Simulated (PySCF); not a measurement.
Vertical excitations of a molecule C2H7F2NSi from TDDFT-ωB97X/def2-SVPD run with PySCF, as energy in eV (oscillator strength): 6.69 (0.038), 8.17 (0.006), 8.41 (0.000), 8.46 (0.023), 8.66 (0.025), 8.80 (0.062), 8.87 (0.047), 9.11 (0.034), 9.58 (0.004), 9.61 (0.001). Lowest triplet (TDA): 6.42 eV. Geometry: B3LYP-D3(BJ)/def2-SVP. One conformer was computed; it need not be the lowest.

Task: Pick the molecule that these values belong to.
(A) NC[Si@@H](F)CF
(B) N[SiH2]CC(F)F
(C) CC(F)(F)[SiH2]N
(D) CN[SiH2]C(F)F

Result: B, N[SiH2]CC(F)F
